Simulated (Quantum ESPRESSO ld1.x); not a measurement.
Q: All-electron atom: Cs3+ in [Kr] 4d8 5s2 5p4 6s2 (not the ground configuration). All-electron calculation, Dirac Kohn-Sham, LDA (Slater exchange, Perdew-Wang correlation), spin-unpolarised, spherical densities, point nucleus; open shells fill j = l - 1/2 first. Program: ld1.x of Quantum ESPRESSO 7.5.

Spin-orbit splittings of the eigenvalues, e(l+1/2) - e(l-1/2), with zeta = 2 splitting/(2l+1) and mean radii in bohr:

| shell | occ. | splitting (eV) | zeta (eV) | <r> j=l-1/2 | <r> j=l+1/2 |
|---|---|---|---|---|---|
| 2p | 6 | 351.8 | 234.5 | 0.09406 | 0.09995 |
| 3p | 6 | 67.50 | 45.00 | 0.2888 | 0.3006 |
| 3d | 10 | 14.36 | 5.745 | 0.2712 | 0.2749 |
| 4p | 6 | ? | ? | 0.7099 | 0.7361 |
| 4d | 8 | 2.487 | 0.9947 | 0.8009 | 0.8099 |
| 5p | 4 | 2.618 | 1.745 | 1.707 | 1.767 |
| 5d | 0 | 0.3376 | 0.1351 | 2.250 | 2.272 |
| 6p | 0 | 0.6145 | 0.4097 | 3.689 | 3.785 |

Estimate the 4p splitting.

A: 14.38 eV (zeta = 9.588 eV).
